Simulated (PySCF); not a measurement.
Removing the step error of a finite difference

System: HIOSn, singlet, at a GFN2-xTB geometry (such geometries of metal compounds can be far from the true shape) (core potentials on I, Sn). Level: PBE/def2-SVP, polarisability (PySCF). Sums are taken with unrounded values, so a last digit can differ.

Second differences of the energy in a field along z gave a polarisability along z of 65.670 bohr³ at step 0.005 and 65.749 bohr³ at step 0.02 (atomic units).

Problem. Extrapolate to zero step.

Solution. The leading error of a symmetric difference goes as h², so A(h) = A0 + c h². Then c = (65.749 - (65.670))/(0.02² - 0.005²) = 209 (atomic units) and A0 = 65.670 - c × 0.005² = 65.665 bohr³. The analytic value from the same program and level is 65.665 bohr³: the smaller step missed it by 0.005, the extrapolation by 0.000.
